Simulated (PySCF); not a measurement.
Predicted microwave data (PBE0/pcSseg-1 in PySCF (dipole) on a GFN2-xTB geometry, gas phase) for one isomer of C7H12N2:

| Property | Result |
| --- | --- |
| Rotational constants | A = 4323, B = 513.4, C = 503.9 MHz |
| Dipole components | \|μa\| = 0.90 D, \|μb\| = 0.63 D, \|μc\| = 0.80 D |
| Inertial defect | -98.24 u·Å² |
| κ | -1.00 |

**Question.** Which structure is it? (One computed conformer of each.)
A. `[H]/[N:1]=[CH:2]\[C@:3]1([CH2:4][NH2:5])[CH2:6][C:7]12[CH2:8][CH2:9]2` with N1–C2–C3–C4 -12°, C2–C3–C4–N5 58°, C3–C4–N5–H 178° and 59°
B. `[CH3:1][CH:2]([CH3:3])/[N:4]=[CH:5]/[C:6]#[C:7][CH2:8][NH2:9]` with C1–C2–N4–C5 122°, C7–C8–N9–H 59° and -59°
C. `[CH:1]#[C:2][CH2:3][NH:4]/[N:5]=[C:6](/[CH3:7])[CH2:8][CH3:9]` with C2–C3–N4–N5 -91°, C3–N4–N5–C6 158°, N5–C6–C8–C9 -83°
D. `[CH3:1][CH2:2][C@H:3]([CH3:4])[n:5]1[cH:6][cH:7][cH:8][n:9]1` with C1–C2–C3–C4 -175°, C2–C3–N5–C6 -118°
E. `[CH3:1][c:2]1[cH:3][cH:4][n:5][n:6]1[CH:7]([CH3:8])[CH3:9]` with N5–N6–C7–C8 61°

**Answer.** B. It is CC(C)/N=C/C#CCN, a near-prolate asymmetric top, point group C1. The candidates at the same level (rigid rotor, commonest isotopes):

```tsv
SMILES	A (MHz)	B (MHz)	C (MHz)	μa (D)	μb (D)	μc (D)	Δ (u·Å²)	point group	rotor
CC[C@H](C)n1cccn1	2611	1314	1108	1.04	0.27	1.79	-122.21	C1	asymmetric top
CC(C)/N=C/C#CCN	4323	513.4	503.9	0.90	0.63	0.80	-98.24	C1	near-prolate asymmetric top
C#CCN/N=C(/C)CC	2435	928.5	798.7	0.53	1.60	0.66	-119.11	C1	asymmetric top
[H]/N=C\[C@]1(CN)CC12CC2	2302	1345	1160	2.49	3.03	1.25	-159.56	C1	asymmetric top
Cc1ccnn1C(C)C	2484	1422	1129	0.41	2.53	0.00	-111.11	Cs	asymmetric top
```

`CC[C@H](C)n1cccn1` has B 156 % too high; `Cc1ccnn1C(C)C` has B 177 % too high; `C#CCN/N=C(/C)CC` has B 81 % too high; `[H]/N=C\[C@]1(CN)CC12CC2` has B 162 % too high. No structure here is proved a minimum.
